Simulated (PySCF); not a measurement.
Spinor energies of Si⁵⁺ (silicon, charge +5)

Start: [He] 2s2 2p5; 2p1/2 filled at m_j = -1/2, +1/2; 2p3/2 filled at m_j = -1/2, +1/2, +3/2. Calculated with PySCF 2.14 in an even-tempered Gaussian basis (19 s from 0.45 bohr⁻², ratio 2.4; 12 p from 0.58 bohr⁻², ratio 2.4; 5 d from 4.7 bohr⁻², ratio 2.6; 5 f from 7 bohr⁻², ratio 2.6): generalised Hartree-Fock with the X2C-1e Hamiltonian and a Gaussian nucleus; one run each with spin-orbit coupling (SO) switched off, then screened by Boettger's factors.

```tsv
spinor shell	electrons	ε, spin-free (eV)	ε, screened SO (eV)	weight of nominal j (screened SO)	rms radius, screened SO (bohr)
1s1/2	2	-1982.2	-1982.1	1.000	0.129
2s1/2	2	-256.68	-256.67	1.000	0.593
2p1/2	2	-209.27	-209.45	0.631	0.563
2p3/2	3	-209.27	-209.20	0.754	0.563
```

```csv
quantity,spin-free,screened SO
E (hartree),-279.70324,-279.71177
M_J,3/2,3/2
⟨J²⟩,3.751,3.751
⟨L²⟩,2.001,2.001
⟨S²⟩,0.750,0.750
```

Each row is a mean over spinors that exchange with the open shell spreads, by up to 9.572 eV (2s1/2).

Rows whose weight is well below 1 are mixtures of j = l ± 1/2: exchange outweighs spin-orbit coupling there, and the label is only the starting occupation.

Without spin-orbit coupling the j labels of p, d and f shells carry no meaning; the spin-free column gives the mean over the occupied spinors of each nl shell.
